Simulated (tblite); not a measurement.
Species: C6H6BN3O2S.
Numbering: `[NH2:1][C:2](=[O:3])[N:4]1[N:5]=[CH:6][c:7]2[s:8][cH:9][cH:10][c:11]2[B:12]1[OH:13]` (hydrogens: H14, H15 on N1; H16 on C6; H17 on C9; H18 on C10; H19 on O13)

Cartesian coordinates in Å at the GFN2-xTB level; atoms count from 1:
```
atom  x, y, z in Å
N1    -3.378    0.047   -0.669
C2    -2.521    0.013    0.363
O3    -2.866    0.002    1.532
N4    -1.165   -0.005   -0.004
N5    -0.957    0.000   -1.346
C6     0.241   -0.005   -1.815
C7     1.401   -0.011   -1.002
S8     3.039   -0.005   -1.570
C9     3.611   -0.011    0.055
C10    2.609   -0.019    0.971
C11    1.322   -0.018    0.383
B12   -0.095   -0.018    1.002
O13   -0.345   -0.024    2.309
H14   -4.365    0.067   -0.489
H15   -3.001    0.048   -1.603
H16    0.318   -0.002   -2.892
H17    4.669   -0.009    0.228
H18    2.768   -0.023    2.033
H19   -1.295   -0.018    2.507
```

Level: GFN2-xTB in tblite, geometry and Hessian alike; calculated harmonic values, unscaled, isolated species. Against measured fundamentals such values can be off by several per cent, at times by over 20. One conformer, not necessarily the lowest.

Harmonic wavenumbers (cm⁻¹): 55.9, 76.9, 116.0, 192.6, 204.9, 240.1, 276.6, 305.8, 321.9, 354.0, 421.5, 436.8, 511.2, 523.8, 545.4, 551.4, 562.5, 596.6, 651.1, 655.0, 691.8, 744.0, 761.9, 775.1, 828.9, 847.8, 857.8, 883.3, 923.7, 1005.8, 1037.7, 1069.8, 1142.0, 1165.4, 1196.6, 1198.1, 1270.4, 1319.8, 1332.0, 1399.3, 1415.6, 1431.5, 1503.4, 1594.1, 1741.2, 3082.1, 3141.4, 3158.1, 3346.7, 3451.5, 3559.7.

A = 1727, B = 473.9, C = 371.9 MHz; mass 195.027 u (most abundant isotopes); point group Cs, symmetry number 1.

What is the zero-point energy?

Half the sum of the wavenumbers: 27738 cm⁻¹ = 79.31 kcal/mol.

What is S at 200 K and 1 bar for an ideal gas of classical rigid rotors and harmonic oscillators?

Translation 39.75, rotation 30.15, vibration 19.01: S = 88.9 cal/(mol K).

And Cp and H(200 K) − H(0)?

Cp = 32.63 cal/(mol K), of which vibrations give 24.68 (their classical limit is 51 R = 101.3); H(200 K) − H(0) = 3.81 kcal/mol without the zero-point energy, 2.22 from vibrations.

Blend soft modes into free rotors: weight 1/[1 + (100 cm⁻¹/ν̃)⁴] for the oscillator and the rest for a rotor with moment μB/(μ + B), μ = h/(8π²ν), B = 10⁻⁴⁴ kg m². What vibrational entropy results?

18.01 cal/(mol K) in place of 19.01, which changes −T·S at 200 K by +0.20 kcal/mol.

Which modes carry the vibrational entropy at 200 K?

55.9 cm⁻¹: 3.81; 76.9 cm⁻¹: 3.19; 116.0 cm⁻¹: 2.40; 192.6 cm⁻¹: 1.49; 204.9 cm⁻¹: 1.39; 240.1 cm⁻¹: 1.13 cal/(mol K); the other 45 give 5.60 together.

Hindered rotation and anharmonicity are outside this model. Other conformers, if any are populated, would add a mixing term that is left out.

Time: 1.0 s of wall time. Hardware: an Arm Neoverse V1 with one thread, shared host. The figure is for the frequency step alone.
